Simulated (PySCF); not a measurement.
**Electron correlation in B (boron, neutral)**

[He] 2s2 2p1, 2P determinant. All numbers are calculated (PySCF 2.14, the spin-free X2C one-electron Hamiltonian (Gaussian nucleus), in ANO-RCC-VTZP (4s3p2d1f, 30 functions)). Frozen: nothing; 5 electrons correlated.

MP2 pair energies summed by pair of shells (mhartree):

| pair | energy | share (%) |
| --- | --- | --- |
| 2s-2s | -24.47 | 36.0 |
| 1s-1s | -19.50 | 28.7 |
| 2s-2p | -19.22 | 28.3 |
| 1s-2s | -3.30 | 4.9 |
| 1s-2p | -1.41 | 2.1 |

Total MP2 correlation energy: -67.90 mhartree.

Same-spin part -4.80 and opposite-spin part -63.10 mhartree; SCS-MP2 scales them by 1/3 and 6/5 to -77.32 mhartree.
